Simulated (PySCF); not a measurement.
Species: C₄H₄FNSe.
Cartesian coordinates in Å at the PBE0-D3(BJ)/def2-SVP level; atoms count from 1:
```xyz
11
C4H4FNSe angstrom
F     -2.3639    0.0224    0.6704
C     -1.5910   -0.7288   -0.1706
C     -0.1566   -0.3122   -0.0881
C      0.3170    0.6607    0.7453
Se     2.1441    0.8482    0.5206
C      1.9505   -0.5114   -0.7505
N      0.7445   -0.9472   -0.8996
H     -1.9548   -0.6101   -1.2061
H     -1.6878   -1.7951    0.0999
H     -0.2644    1.2553    1.4469
H      2.8078   -0.8922   -1.3118
```

Level: PBE0/def2-SVPD in PySCF, non-relativistic, on one gas-phase PBE0-D3(BJ)/def2-SVP geometry that isn't relaxed in the solvent. The solvent is an IEF-PCM continuum (cavity from Bondi-type radii × 1.2). The model holds no explicit solvent molecules, cavitation or dispersion. Spin–orbit coupling is left out although an atom past zinc is present.

Gas phase at PBE0/def2-SVPD: HOMO -7.17 eV, LUMO -1.16 eV, dipole 1.37 D.

**Question.** What does the continuum do to the energy, the frontier levels and the dipole at PBE0/def2-SVPD in tetrahydrofuran and methanol?

**Answer.** 
```csv
solvent,ε,E(solvent) − E(gas) (kJ/mol),polarisation term (kJ/mol),distortion of the solute (kJ/mol),HOMO (eV),LUMO (eV),dipole (D)
tetrahydrofuran,7.426,-17.14,-19.06,1.92,-7.09,-1.08,1.77
methanol,32.61,-20.53,-23.35,2.82,-7.08,-1.08,1.86
```

The polarisation term is half the interaction of the solute with the surface charges that it induces; the rest is the cost of distorting the solute's density. The sum is the electrostatic part of solvation alone. From tetrahydrofuran to methanol the lowering changes by a factor 1.20, Onsager's factor (ε − 1)/(2ε + 1) by 1.18 and ε itself by 4.4.

**Question.** Which radius a makes the point-dipole formula ΔE = −[(ε − 1)/(2ε + 1)]·μ²/a³ give the value in methanol, with the gas-phase dipole?

**Answer.** μ = 0.539 au and |ΔE| = 0.00782 Eh give a = 1.38 Å; the farthest nucleus lies 3.13 Å from the centroid of the nuclei, so such a sphere wouldn't even hold the nuclei. The formula assumes a rigid point dipole at the centre of a sphere.

**Question.** Give the dipole vector in the frame of the coordinates (D, pointing from negative to positive charge), gas and methanol.

**Answer.** Gas (1.35, 0.25, 0.01), solvent (1.80, 0.47, 0.14). Its length changes by +36 % and its direction by 6°.

**Question.** How does the static polarisability (PBE0/def2-SVPD, frozen core, with the continuum's full static response) change?

**Answer.** 
| medium | isotropic (au) | principal values (au) | ⟨r²⟩ of the electrons (bohr²) |
| --- | --- | --- | --- |
| gas | 77.6 | 53.1, 79.7, 100.1 | 1150.8 |
| tetrahydrofuran | 102.1 | 69.5, 105.7, 131.3 | 1150.4 |
| methanol | 108.2 | 74.5, 111.8, 138.4 | 1150.3 |

The isotropic value in methanol is 1.39 times the gas-phase one; no cavity-field correction is applied. ⟨r²⟩ is taken about the centre of nuclear charge.
